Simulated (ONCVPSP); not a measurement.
Logarithmic derivatives: cerium (Ce), ONCV

- Element: cerium (Ce)
- Generator: ONCVPSP 4.0.1
- Type: optimised norm-conserving Vanderbilt (ONCV)
- Functional: BLYP
- Relativity: scalar-relativistic
- Frozen core: [Kr] 4d10
- Valence charge: 12
- Reference configuration: 4f1 5s2 5p6 5d1.5 6s1.5
- Partial waves: 5s+6s: rc 2.40 bohr, ncon 5, nbas 8, qcut 4.2 1/bohr, 2 projectors; 5p: rc 2.85 bohr, ncon 4, nbas 8, qcut 3.8 1/bohr, 2 projectors, debl 2.1 Ha; 5d: rc 4.00 bohr, ncon 4, nbas 9, qcut 4.1 1/bohr, 2 projectors, debl 0.5 Ha; 4f: rc 1.90 bohr, ncon 4, nbas 9, qcut 10.9 1/bohr, 2 projectors, debl 3.6 Ha
- Local potential: polynomial inside 1.75 bohr (lpopt 3, dvloc0 1 Ha)
- Core correction: polynomial model core, fcfact 0.35

The phase is arctan(r·R′/R) of the radial function R(r), unwrapped; energies in Ha, scanned from -3 to 5 Ha. A pole is an energy at which the radial function vanishes at the test radius. The pseudo phase is shifted by a multiple of π to meet the all-electron one at the reference energy, and phase errors are pseudo minus all-electron; the curves can meet again beyond the range given. Levels narrower than the energy grid can be missing from the lists of poles.

```json
{"channel": "s", "radius (bohr)": "2.43", "reference energy (Ha)": "-0.12", "poles, all-electron": "-1.23, 3.27", "poles, pseudo": "-1.23, 3.14", "unbroken range about the reference energy with phases within 0.05 rad": "below 3.9", "phase error 1 Ha above the reference energy (rad)": "-0.002"}
{"channel": "p", "radius (bohr)": "2.89", "reference energy (Ha)": "-0.82", "poles, all-electron": "-0.67, 2.31", "poles, pseudo": "-0.67, 2.29", "unbroken range about the reference energy with phases within 0.05 rad": "below 3.3", "phase error 1 Ha above the reference energy (rad)": "-0.003"}
{"channel": "d", "radius (bohr)": "4.07", "reference energy (Ha)": "-0.09", "poles, all-electron": "0.03, 1.33, 3.45", "poles, pseudo": "0.03, 1.34, 3.48", "unbroken range about the reference energy with phases within 0.05 rad": "below 2.0", "phase error 1 Ha above the reference energy (rad)": "+0.001"}
{"channel": "f", "radius (bohr)": "1.93", "reference energy (Ha)": "-0.16", "poles, all-electron": "0.07, 4.51", "poles, pseudo": "0.07, 4.54", "unbroken range about the reference energy with phases within 0.05 rad": "the whole range", "phase error 1 Ha above the reference energy (rad)": "+0.012"}
```

Phases in the s channel:

| E (Ha) | all-electron | pseudo |
| --- | --- | --- |
| -2.98 | 1.303 | 1.303 |
| -2.54 | 1.237 | 1.237 |
| -2.10 | 1.063 | 1.063 |
| -1.66 | -0.521 | -0.521 |
| -1.22 | -1.577 | -1.577 |
| -0.78 | -1.756 | -1.756 |
| -0.34 | -1.905 | -1.905 |
| 0.10 | -2.172 | -2.172 |
| 0.54 | -2.993 | -2.994 |
| 0.98 | -4.055 | -4.057 |
| 1.42 | -4.402 | -4.404 |
| 1.86 | -4.539 | -4.542 |
| 2.30 | -4.614 | -4.618 |
| 2.74 | -4.665 | -4.671 |
| 3.18 | -4.705 | -4.716 |
| 3.62 | -4.740 | -4.766 |
| 4.06 | -4.777 | -4.859 |
| 4.50 | -4.820 | -7.021 |
| 4.94 | -4.883 | -7.816 |
